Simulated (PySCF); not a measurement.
# Spinor energies of Te²¹⁺ (tellurium, charge +21)

Start: [Ar] 3d10 4s2 4p1; 4p3/2 filled at m_j = +3/2. Calculated with PySCF 2.14 in an even-tempered Gaussian basis (17 s from 1.4 bohr⁻², ratio 2.8; 13 p from 1.8 bohr⁻², ratio 2.8; 8 d from 3.2 bohr⁻², ratio 2.8; 4 f from 8.9 bohr⁻², ratio 3): generalised Hartree-Fock with the X2C-1e Hamiltonian and a Gaussian nucleus; one run each with spin-orbit coupling (SO) screened by Boettger's factors, then bare. This is a chosen level, not necessarily the ground level.

```csv
spinor shell,electrons,"ε, screened SO (eV)","ε, bare SO (eV)",weight of nominal j (bare SO),"rms radius, bare SO (bohr)"
1s1/2,2,-32593.2,-32592.9,1.000,0.0318
2s1/2,2,-5610.3,-5610.2,1.000,0.130
2p1/2,2,-5285.0,-5293.3,1.000,0.112
2p3/2,4,-5007.4,-5004.0,1.000,0.117
3s1/2,2,-1614.9,-1614.9,1.000,0.338
3p1/2,2,-1478.8,-1480.4,1.000,0.331
3p3/2,4,-1424.6,-1423.9,1.000,0.342
3d3/2,4,-1192.1,-1193.7,0.999,0.312
3d5/2,6,-1180.9,-1179.8,0.999,0.316
4s1/2,2,-675.77,-675.78,1.000,0.737
4p3/2,1,-616.69,-616.51,1.000,0.773
```

```
   quantity  screened SO      bare SO
E (hartree)  -6600.01526  -6600.17412
        M_J          3/2          3/2
       ⟨J²⟩        3.752        3.752
       ⟨L²⟩        2.014        2.016
       ⟨S²⟩        0.763        0.765
```

Each row is a mean over spinors that exchange with the open shell spreads, by up to 7.715 eV (4s1/2).

Breit and QED terms are absent; they matter most for the inner s and p1/2 levels.

Densities and radii are taken from the X2C orbitals without a picture-change correction, which distorts them close to the nucleus.
